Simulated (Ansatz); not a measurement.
System: CHCl2, charge 1, singlet. CHCl2+ (parent SMILES [CH](Cl)Cl, singlet).
B3LYP-D3(BJ)/def2-TZVP minimum from Ansatz (a program for electronic structure):
```
C
H 1 1.0893
Cl 1 1.6261 2 117.96
Cl 1 1.6261 2 117.96 3 -180.00
```
Charge +1, spin multiplicity 1.

Total energies in aug-cc-pV(D+d)Z, 18 correlated electrons, 11 frozen orbitals. UHF or UKS for unpaired electrons; spin-orbit terms are left out. Cores are frozen in correlated methods. No relativity. The spin of CHCl2+ (parent SMILES Cl[CH]Cl, singlet) was assumed, and the state is the lowest solution found for it.

```tsv
method	program	energy (Eh)	minus CCSDT(Q) (mEh)
HF	Ansatz	-957.11582	477.30
MP2	Ansatz	-957.53915	53.98
CCSD	Ansatz	-957.57152	21.60
CCSD(T)	Ansatz	-957.59064	2.48
CCSDT(Q)	Ansatz	-957.59312	0.00
```

Rough core times of Ansatz's runs on a shared machine: CCSD(T) under 20 s, CCSDT(Q) 6 min.
